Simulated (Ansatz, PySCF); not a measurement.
C2H4AlNO2, SMILES [CH3][Al]([OH])[N]=C=O.

Geometry optimised at PBE0-D3(BJ)/def2-SVP. The structure was generated by enumeration; whether it is a known compound was not checked. Other conformers were not sampled.

Vertical ionisation energy (IE) and electron affinity (EA) in eV. Rows of orbital energies are one-electron estimates. Where ΔSCF, EOM or ADC give a negative EA the extra electron is unbound and the value depends on the basis.

```json
[
 {"level": "−ε(HOMO), −ε(LUMO), r2SCAN/def2-TZVP (PySCF)", "IE": "7.32", "EA": "0.88"},
 {"level": "−ε(HOMO), −ε(LUMO), PBE/def2-TZVP (PySCF)", "IE": "7.00", "EA": "1.24"},
 {"level": "ΔSCF, CAM-B3LYP/def2-SVPD (Ansatz), final states of multiplicity 2 and 2", "IE": "___", "EA": "___"},
 {"level": "ΔSCF, PBE/def2-SVPD (Ansatz), final states of multiplicity 2 and 2", "IE": "10.04", "EA": "-0.30"}
]
```

Question: Fill in the missing entries. (Estimate from the structure and the level; the computed values follow.)

Answer: 
- ΔSCF, CAM-B3LYP/def2-SVPD (Ansatz, a program for electronic structure), final states of multiplicity 2 and 2, IE: 10.84
- ΔSCF, CAM-B3LYP/def2-SVPD (Ansatz), final states of multiplicity 2 and 2, EA: -0.52

Question: What vertical singlet–triplet gap does ΔSCF give with CAM-B3LYP/def2-SVPD (Ansatz) and with PBE/def2-SVPD (Ansatz)? (Estimate from the structure and the level; the computed values follow.)

Answer: 6.40 and 5.70 eV (triplet above singlet where positive).
